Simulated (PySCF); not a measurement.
# Polarisability and C₆ of Nb⁺ (niobium, charge +1)

[Kr] 4d4, high-spin 5D determinant. Computed with PySCF 2.14 in aug-cc-pVTZ-PP with ECP28MDF, with scalar relativity through the core potential. Coupled (time-dependent) response in atomic units; α is the mean over directions.

| method | mean α (bohr³) | α xx, yy, zz | C₆ (like pair) | S(−4) |
| --- | --- | --- | --- | --- |
| UHF | 23.30 | 20.47, 20.47, 28.96 | 148.2 | 402.7 |
| PBE | 28.85 | 24.65, 24.65, 37.25 | 188.8 | 701.2 |
| PBE0 | 27.79 | 29.61, 29.61, 24.14 | 181.3 | 612.7 |

S(−4) is the Cauchy moment in α(ω) = α(0) + S(−4) ω² + …

Spin-orbit coupling is absent.

α(iu) at PBE:

| u (hartree) | α(iu) (bohr³) |
| --- | --- |
| 0 | 28.85 |
| 0.0500 | 27.25 |
| 0.100 | 23.79 |
| 0.200 | 17.49 |
| 0.300 | 13.53 |
| 0.500 | 9.121 |
| 0.750 | 6.268 |
| 1.00 | 4.628 |
| 1.50 | 2.832 |
| 2.00 | 1.897 |
| 3.00 | 1.003 |
| 5.00 | 0.4080 |

A single London oscillator, α(iu) = α/(1 + u²/ω²), gives C₆ = (3/4) ω α². Matching the computed C₆ needs ω = 4 × 188.8 / (3 × 28.85²) = 0.302 hartree.

For an ion, C₆ is the dispersion term alone; charge-induced terms of lower order in 1/R come first.

The components differ because the open shell of this determinant is not spherical; for a pure term their mean is the scalar polarisability.

Energies and moments cover only the electrons outside the core potential.
